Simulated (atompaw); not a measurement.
## PBE PAW (atompaw) dataset for nitrogen (N), non-relativistic all-electron reference.

nitrogen (N), PAW, made with atompaw 4.2.0.5 (PBE, non-relativistic). Core [He], reference 2s2 2p3. Waves: 2s (bound): rc 1.20 bohr; 2s channel at 1.95 Ry: rc 1.20 bohr; 2p (bound): rc 1.20 bohr; 2p channel at 0.15 Ry: rc 1.20 bohr; 3d channel at -0.1 Ry: rc 0.95 bohr; 3d channel at 1.55 Ry: rc 1.20 bohr. Local part: troulliermartins scheme with l = 3 at 0 Ry, radius 1.10 bohr. Core correction: smooth core density matched at 1.05 bohr. Augmentation charge: sinc compensation charge, radius 1.10 bohr; PAW radius 1.20 bohr; waves and projectors: custom polynom vanderbiltortho.

All-electron outer shells of the reference configuration (PBE, non-relativistic, ld1.x):

```
shell  level (eV)  outermost node (bohr)  outermost maximum (bohr)
   2s      -18.56                   0.32                      1.02
   2p       -7.10                      –                      0.98
```

What the tests gave:

* Cutoffs needed: 40 Ry and 55 Ry (the cutoffs (Ry, on a coarse ladder) from which the occupation-weighted sum of valence levels, in a spherical-Bessel basis at the reference potential, stays within 10 and 1 mRy of its value at 400 Ry)
* Ghost test: no extra level below or beside the all-electron valence levels (s, p, d, f tested) (spherical-Bessel basis up to 400 Ry, 20 bohr box)
* Lowest eigenvalue of the overlap operator: 0.23 (s channel)
* Overlap eigenvalues printed by atompaw (projector basis): 0.133, 1.29, 4.96, 247, 9.43e+03, 2.65e+06
* Share of each valence orbital outside the PAW sphere: 2s 51 %, 2p 55 %

Generation and tests took about 0.8 s on one core of a shared server CPU.
